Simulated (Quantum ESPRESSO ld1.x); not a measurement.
Values are calculated unless marked as measured or tabulated.
Input (ld1.x (Quantum ESPRESSO 7.5)):

```
 &input
    atom='Ca',
    iswitch=1,
    rel=0,
    lsd=1,
    dft='SLA-VWN',
    config='[Ar] 4s0.75 4s0.25',
    verbosity='high',
    prefix='ld1',
    max_out_wfc=37,
    file_charge='ld1.rho',
 /
```

It prints (banner and zero overlaps left out):

```
     Program LD1 v.7.5 starts

     --------------------------- All-electron run ----------------------------

     atomic number is 20.00
     dft =SLA-VWN   lsd =1 sic =0 latt =0  beta=0.20 tr2=1.0E-14
     Exchange-correlation= SLA-VWN
                           (   1   2   0   0   0   0   0)
     mesh =1827 r(mesh) = 100.71228 a.u. xmin = -7.00 dx = 0.00800
     1 Ry =  13.60569312 eV

     n l     nl                  e(Ry)          e(Ha)          e(eV)
     1 0     1S 1( 1.00)    -288.390199158    -144.195099579  -3923.7485494
     2 0     2S 1( 1.00)     -30.611454211     -15.305727105   -416.4900520
     2 1     2P 1( 3.00)     -25.088516322     -12.544258161   -341.3466540
     3 0     3S 1( 1.00)      -3.923907826      -1.961953913    -53.3874857
     3 1     3P 1( 3.00)      -2.570542960      -1.285271480    -34.9740187
     4 0     4S 1( 0.75)      -0.685331428      -0.342665714     -9.3244091
     4 0     4S 2( 0.25)      -0.652699656      -0.326349828     -8.8804312
     1 0     1S 2( 1.00)    -288.388816685    -144.194408342  -3923.7297399
     2 0     2S 2( 1.00)     -30.610068992     -15.305034496   -416.4712052
     2 1     2P 2( 3.00)     -25.087210303     -12.543605152   -341.3288847
     3 0     3S 2( 1.00)      -3.920346852      -1.960173426    -53.3390362
     3 1     3P 2( 3.00)      -2.565766770      -1.282883385    -34.9090353

     final scf error:  5.3E-15 reached in  26 iterations

     Etot =   -1351.015922 Ry,    -675.507961 Ha,  -18381.508036 eV
     Total magnetization:    0.50 Bohr mag.

     Ekin =    1348.878080 Ry,     674.439040 Ha,   18352.421218 eV
     Encl =   -3192.427038 Ry,   -1596.213519 Ha,  -43435.182597 eV
     Eh   =     560.501329 Ry,     280.250665 Ha,    7626.009080 eV
     Exc  =     -67.968293 Ry,     -33.984146 Ha,    -924.755736 eV

     normalization and overlap integrals

     s(1S/1S) =  1.000000  <r> =   0.0775  <r2> =    0.0081  r(max) =   0.0508
     s(2S/2S) =  1.000000  <r> =   0.3680  <r2> =    0.1603  r(max) =   0.3025
     s(2P/2P) =  1.000000  <r> =   0.3292  <r2> =    0.1341  r(max) =   0.2477
     s(3S/3S) =  1.000000  <r> =   1.1634  <r2> =    1.5638  r(max) =   0.9963
     s(3P/3P) =  1.000000  <r> =   1.2710  <r2> =    1.9075  r(max) =   1.0453
     s(4S/4S) =  1.000000  <r> =   3.5624  <r2> =   14.3698  r(max) =   3.1276
     s(4S/4S) =  1.000000  <r> =   3.5914  <r2> =   14.6481  r(max) =   3.1276
     s(1S/1S) =  1.000000  <r> =   0.0775  <r2> =    0.0081  r(max) =   0.0508
     s(2S/2S) =  1.000000  <r> =   0.3680  <r2> =    0.1603  r(max) =   0.3025
     s(2P/2P) =  1.000000  <r> =   0.3292  <r2> =    0.1341  r(max) =   0.2477
     s(3S/3S) =  1.000000  <r> =   1.1626  <r2> =    1.5610  r(max) =   0.9963
     s(3P/3P) =  1.000000  <r> =   1.2684  <r2> =    1.8983  r(max) =   1.0453

     ------------------------ End of All-electron run ------------------------
```

Run on one thread of a shared host, so times are rough (Intel(R) Xeon(R) Processor @ 2.60GHz): 0.63 s of CPU time, 0.7 s wall, 26 iterations on 1827 mesh points.
